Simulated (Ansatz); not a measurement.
Program: Ansatz. Geometries: PBE0-D4/def2-TZVP. ΔE: electronic, gas phase. CCSD(T)/CBS adds triple-zeta CCSD(T) − MP2 to the extrapolated MP2 energy (def2 sets, frozen cores). DFT in def2-TZVPP. def2 core potentials past Kr. For I, In outer-core shells are correlated without core-valence functions, which leaves a few kJ/mol of doubt a bond.

`[InH2][I]` + `FC[SiH3]` → `F[CH2][InH2]` + `[SiH3]I`  (redistribution)

| species | r2SCANh energy (Eh) |
| --- | --- |
| `[InH2][I]` | -489.23877 |
| `FC[SiH3]` | -430.39113 |
| `F[CH2][InH2]` | -330.47643 |
| `[SiH3]I` | -589.11707 |

**Question.** Work out ΔE.

**Answer.** ΔE = (-330.47643) + (-589.11707) − (-489.23877) − (-430.39113) = 0.03640 Eh = +95.6 kJ/mol. CCSD(T)/CBS gives +94.3 kJ/mol.

Largest T1 diagnostic among the species: 0.013.

From BLYP to BHLYP (50 % exact exchange), in def2-TZVPP and without D4, ΔE moves by +10.2 kJ/mol. In def2-TZVPP, CCSD(T) changes the Hartree–Fock value by −20.5 kJ/mol (the triples alone add −1.9 kJ/mol) and MP2 by −21.0 kJ/mol.
